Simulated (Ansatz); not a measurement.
Molecule: sum formula TiH₃I (charge 0, singlet). SMILES: [TiH3][I]
Geometry: optimised at B3LYP-D3(BJ)/def2-TZVP (Ansatz, a program for electronic structure).

CCSD(T) with Ansatz in growing basis sets, 14 correlated electrons. Cores are frozen in the correlated levels unless marked. UHF or UKS for open shells. Spin-orbit coupling is left out. Frozen are the shells of the preceding noble gas and the d and f shells that filled before the atom's block. Past Kr the def2 sets carry scalar-relativistic core potentials. Costs are ratios of core time to the smallest set, on shared machines of one kind, and rough; they hold the program's checks for lower states.

| basis | functions | cost over smallest | E(corr) (Eh) | electronic atomisation energy (kcal/mol) |
|---|---|---|---|---|
| def2-SVPD | 93 | 1× | -0.2994 | 231.8 |
| def2-TZVPPD | 177 | 5× | -0.3565 | 244.4 |

Formally CCSD grows as o²v⁴ and (T) as o³v⁴; with o = 7 and v going from 68 to 152 both grow 25-fold in the last step, while integrals and the mean field grow more slowly. That step adds 57.1 mEh of correlation energy and 12.5 kcal/mol to the atomisation energy.
